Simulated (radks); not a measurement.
The magnesium ion Mg2+, configuration [He] 2s1 2p6 3s1 (not the ground configuration).

Calculated with a radial shooting solver on a logarithmic mesh with Libxc functionals: Dirac Kohn-Sham, BLYP, spin-unpolarised, spherical densities, point nucleus.

Energy parts (Ry):
| part | energy |
|---|---|
| total | -392.77862 |
| kinetic | 393.42278 |
| electron-nucleus | -919.01805 |
| Hartree | 163.50760 |
| exchange-correlation | -30.69096 |

Orbitals (lengths in bohr, moments of r in powers of bohr; <r^-3> diverges for s and p1/2; r(max) is where P^2 peaks):
[
 {"orbital": "1s1/2", "occ.": "2", "eigenvalue (Ry)": "-95.75440", "<r^-3>": "-", "r(max)": "0.08501", "small-component weight": "1.79e-03"},
 {"orbital": "2s1/2", "occ.": "1", "eigenvalue (Ry)": "-8.46654", "<r^-3>": "-", "r(max)": "0.5389", "small-component weight": "2.45e-04"},
 {"orbital": "2p1/2", "occ.": "2", "eigenvalue (Ry)": "-6.06857", "<r^-3>": "-", "r(max)": "0.4650", "small-component weight": "2.26e-04"},
 {"orbital": "2p3/2", "occ.": "4", "eigenvalue (Ry)": "-6.04518", "<r^-3>": "27.87", "r(max)": "0.4664", "small-component weight": "2.25e-04"},
 {"orbital": "3s1/2", "occ.": "1", "eigenvalue (Ry)": "-1.67627", "<r^-3>": "-", "r(max)": "1.994", "small-component weight": "3.92e-05"}
]

The highest occupied level is 3s1/2 at -22.807 eV. Summed over all electrons, <r^2> = 9.831 bohr^2, which gives a Langevin (diamagnetic) susceptibility term of -7.79 x 10^-6 cm^3/mol.
